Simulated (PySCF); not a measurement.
# Shifts of the heteroatoms

Mapped SMILES: `[SiH3:1][SiH2:2][SiH2:3][SiH3:4]` (H(Xn): hydrogen on atom n).

How the numbers were obtained: σ from GIAO-B97-2/pcSseg-2, PBE0-D3(BJ)/def2-TZVP structure, in PySCF (relativity neglected, one conformer, gas phase, rapidly exchanging positions averaged).

Q: Predict the 29Si NMR data.

A: 
```json
{"atoms": "Si1/Si4", "environment": "silicon bonded to Si, 3 H", "σ (ppm)": "453.7", "δ (ppm)": "-102.6"}
{"atoms": "Si2/Si3", "environment": "silicon bonded to 2 Si, 2 H", "σ (ppm)": "463.3", "δ (ppm)": "-111.2"}
```

Shieldings were converted by a linear fit to measured shifts: 29Si: δ = 302.65 − 0.893σ (rms 6.0 ppm, 44 shifts, 28.9 ppm with the 5 outliers that the fit left out vs TMS, solution or neat liquid). A few per cent of atoms miss by over 2 rms, more outside the fitted compound classes.

On a 600 MHz spectrometer 29Si resonates near 119.2 MHz, so 1 ppm is 119.2 Hz.
